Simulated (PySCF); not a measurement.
A geometry optimisation on `C1=[CH][Ge@@H]([Cl])[CH2]1`.

Computed with PBE0-D3(BJ)/def2-SVP geometry optimisation, gas phase (PySCF 2.14.0). Start geometry: GFN2-xTB. A driver script takes a list of jobs; this job's settings line and coordinates (Å) are shown.

Command:
```bash
OMP_NUM_THREADS=1 python probes_run.py task.json out
```

Input:
```
{"job": {"xc": "PBE0", "basis": "def2-SVP", "d3": "d3bj", "grid": 1, "shake": 0.01, "kind": "geom"}, "charge": 0, "multiplicity": 1}
Cl     2.825940    -0.214360    -0.997780
Ge     1.165920    -0.363350     0.332780
C     -0.516930    -1.169760    -0.364360
C     -1.129570    -0.012670    -0.292450
C     -0.264790     1.068750     0.207200
H      1.753190    -0.778490     1.690840
H     -0.875090    -2.117290    -0.689940
H     -2.183180     0.160090    -0.553000
H     -0.624180     1.545580     1.153460
H     -0.100890     1.860580    -0.507800
```

Output:
```
step   0  E = -2653.48441162  max force = 0.044340
step   1  E = -2653.48844609  max force = 0.011531
step   2  E = -2653.48985209  max force = 0.004177
step   3  E = -2653.49012672  max force = 0.002124
step   4  E = -2653.49016824  max force = 0.002236
step   5  E = -2653.49020818  max force = 0.000674
step   6  E = -2653.49021699  max force = 0.000462
step   7  E = -2653.49020524  max force = 0.000681
step   8  E = -2653.49019552  max force = 0.000668
step   9  E = -2653.49019589  max force = 0.000573
step  10  E = -2653.49019921  max force = 0.000552
step  11  E = -2653.49020279  max force = 0.000506
step  12  E = -2653.49020701  max force = 0.000435
step  13  E = -2653.49021193  max force = 0.000339
step  14  E = -2653.49021738  max force = 0.000335
optimisation converged
```

Energies in Eh; «max force» is the largest Cartesian gradient component in Eh/bohr.

How much energy does the optimisation release, in kcal/mol?

E(step 0) − E(last step) = 0.005806 Eh, which is 3.6 kcal/mol.

Summary of the converged run: final energy -2653.49022 Eh after 14 steps; dipole 2.31 D.

Time: 93 s; peak memory 0.50 GiB. Hardware: an Arm Neoverse V1 with one thread, no GPU, shared host with 32 logical CPUs at a one-minute load of 30.
Labels such as C1 count atoms from 1, the log's own numbers from 0.
